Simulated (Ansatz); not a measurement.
Problem. Name a neutral molecule of C, O, Zn and H with HOMO–LUMO gap (PBE0/def2-TZVPP) between 6.60 and 6.90 eV and HOMO–LUMO gap (B3LYP/def2-TZVPP) between 6.25 and 6.55 eV (Ansatz, PBE0-D4/def2-TZVP geometry).

Solution. `C[O][Zn][CH3]` (6.85 eV, 6.33 eV); `C[O][ZnH]` (6.89 eV, 6.38 eV); `CC(C)[O][Zn][O]C(C)C` (6.84 eV, 6.31 eV). Other molecules can fit too; these were computed, each in one conformer that needn't be the lowest.

B3LYP here is the variant with VWN-RPA as its local correlation; programs differ in this.
